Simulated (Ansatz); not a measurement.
Consider the isomerisation: `[CH3][GeH]([CH3])[C]#N` → `[CH]1=NC[CH2][GeH2]1`.

Computed with Ansatz on PBE0-D4/def2-TZVP structures; ΔE is electronic, products minus reactants. CBS: MP2 limit from def2 TZ/QZ plus the TZ coupled-cluster correction, frozen cores. DFT in def2-TZVPP. B3LYP here is the variant with VWN-RPA as its local correlation; programs differ in this. For Ge outer-core shells are correlated without core-valence functions, which leaves a few kJ/mol of doubt a bond. Scalar relativity is left out up to krypton.

(1) Is it downhill or uphill in electronic energy at CCSD(T)/CBS, and by how much? (Estimate.)

(2) What do these levels give: B3LYP-D4, ωB97M-V, B2PLYP, PBE, CCSD(T)/def2-TZVPP, SCS-MP2/def2-QZVPP? (Estimate.)

Largest T1 diagnostic among the species: 0.012.

Results:

(1) The calculation gave: Uphill: ΔE = +26.6 kcal/mol.

(2) Computed: B3LYP-D4 25.6, ωB97M-V 26.2, B2PLYP 29.3, PBE 20.5, CCSD(T)/def2-TZVPP 29.1, SCS-MP2/def2-QZVPP 31.3 kcal/mol.

In def2-TZVPP, CCSD(T) changes the Hartree–Fock value by −5.8 kcal/mol (the triples alone add −0.9 kcal/mol) and MP2 by −3.6 kcal/mol. The D4 term adds −1.6 kcal/mol with B3LYP and −0.7 kcal/mol with PBE0; it sums over pairs of atoms, weighted by their polarisabilities, and B3LYP, whose exchange is more repulsive, gets the larger term.
